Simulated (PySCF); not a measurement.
# Reading the logs of faulty runs: B2GeH6Si

All numbers below are calculated, not measured. The program is PySCF 2.14.0, an open-source quantum chemistry code, run on an isolated molecule that a program drew, which may never have been made. The molecule is B2GeH6Si (charge 0, singlet), drawn as the SMILES string `B[BH][GeH2][SiH]`.

Each row is a Hartree-Fock (HF) and frozen-core CCSD(T) single point in the cc-pV(D+d)Z basis, meant for a local HF minimum. Run 1 is clean. Each other run has one planted mistake out of seven kinds, and not every kind appears here: one electron removed, one electron added, multiplicity raised by two, geometry at a saddle point, minimal basis STO-3G, one bond length entered in bohr, all coordinates scaled. The reference is restricted for singlets and unrestricted otherwise, and also for a bond in bohr. Adding or removing an electron swaps singlet and doublet. Electrons count all cores. HOMO and LUMO are orbital energies over both spins, the gradient is its largest component, and the lowest frequency (negative if imaginary) is given only where the gradient is small. Bond lengths are over the 9 bonds as drawn. T1 is the CCSD diagnostic: over 0.02 (restricted) or 0.045 (unrestricted) a single reference is doubtful. Germanium has the cc-pVDZ-PP basis, with a core potential (ECP10MDF) in place of its 10 inner electrons, and its 3s, 3p and 3d shells are frozen in CCSD(T).

Geometry of the clean run:
```xyz
10
B2GeH6Si, angstrom
B     1.2958   -0.9786   -0.2973
B     0.9630   -1.3143    1.3031
Ge   -0.9912   -1.1717    2.0445
Si   -1.2537    0.8175    3.4753
H     1.2959   -1.8511   -1.1262
H     1.5048    0.1428   -0.6807
H     1.8107   -1.6164    2.1003
H    -1.3593   -2.4474    2.8227
H    -2.0310   -1.0268    0.9120
H    -0.7642    1.7484    2.3827
```

| run | electrons | basis functions | <S^2> | HOMO (eV) | LUMO (eV) | gradient (hartree/bohr) | lowest frequency (cm^-1) | mean bond (Å) | longest bond (Å) | T1 | HF (hartree) | CCSD(T) (hartree) | mistake |
|---|---|---|---|---|---|---|---|---|---|---|---|---|---|
| 1 | 62 | 104 | 0.000 | -8.39 | -0.02 | 1.6e-05 | 45 | 1.6041 | 2.464 | 0.0179 | -635.06131 | -635.48342 | no fault |
| 2 | 62 | 104 | 2.016 | -8.14 | -0.27 | 3.0e-02 | - | 1.6041 | 2.464 | 0.0199 | -635.04845 | -635.44971 | multiplicity raised by two |
| 3 | 63 | 104 | 0.769 | -1.90 | 5.54 | 1.3e-02 | - | 1.6041 | 2.464 | 0.0272 | -635.09512 | -635.53250 | one electron added |
| 4 | 62 | 104 | 0.000 | -8.31 | -0.17 | 4.2e-02 | - | 1.7629 | 2.708 | 0.0177 | -635.00354 | -635.43428 | ? |
| 5 | 61 | 104 | 0.789 | -15.13 | -6.44 | 3.7e-02 | - | 1.6041 | 2.464 | 0.0237 | -634.79030 | -635.18179 | ? |

**Which mistake was planted in run 4, and what did it cost?**

The mean and the longest bond both change by the same factor, 1.099, and the gradient is no longer small. So the mistake is: all coordinates scaled. Subtracting run 1 and multiplying by 627.51 kcal/mol a hartree, the energy moved by 36.3 kcal/mol in HF and 30.8 kcal/mol in CCSD(T).

**Which mistake was planted in run 5, and what did it cost?**

It counts 61 electrons, one fewer than the clean run, at the same geometry and basis. So the mistake is: one electron removed. Subtracting run 1 and multiplying by 627.51 kcal/mol a hartree, the energy moved by 170.1 kcal/mol in HF and 189.3 kcal/mol in CCSD(T).

